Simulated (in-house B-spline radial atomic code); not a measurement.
# Pt V (Pt4+): [Kr] (4d3/2)3 (4d5/2)6 4f14 5s2 5p6 (5d3/2)4 (5d5/2)2 (7f5/2)1 (an excited or competing configuration)

Computed with a radial B-spline atomic code at the basis-set limit: Dirac-Hartree-Fock, average of the jj configuration, Fermi nucleus of rms radius 5.427 fm.

Effective charges: Z_r = [3n² - l(l+1)]/(2<r>) from the radius, Z_e = n√(-2ε) from the energy, and Slater's rules. Values are occupation-weighted means over j. An effective charge above Z reflects the relativistic contraction of the inner shells.

```csv
shell,electrons,ε (eV),<r> (bohr),Z_r,Z_e,Slater
1s,2,-78996,0.01715,87.46,76.20,77.70
2s,2,-14092,0.07165,83.74,64.37,73.85
2p,6,-12328,0.06473,77.25,60.20,73.85
3s,2,-3439.8,0.1861,72.52,47.70,66.75
3p,6,-2910,0.1869,66.90,43.87,66.75
3d,10,-2284.5,0.1705,61.57,38.87,56.85
4s,2,-835.64,0.4139,57.99,31.35,50.25
4p,6,-655.94,0.4382,52.49,27.77,50.25
4d,9,-423.41,0.4664,45.03,22.31,39.20
5s,2,-189.02,0.9424,39.79,18.64,21.20
4f,14,-168.34,0.5012,35.92,14.07,28.45
5p,6,-136.49,1.061,34.41,15.84,21.20
5d,6,-73.738,1.338,25.78,11.64,9.25
7f,1,-10.232,8.731,7.73,6.07,5.00
```

The least bound orbital is 7f5/2 at -10.23 eV, and it is also the most diffuse (<r> = 8.731 bohr). The part-filled 4d shell lies below the filled 5p shell in orbital energy.

For the 1s electron the small component carries 8.75 % of the norm, the zero-frequency Breit interaction raises the level by 290.2 eV, self-energy by 184.7 eV, and vacuum polarisation lowers it by 37.08 eV.
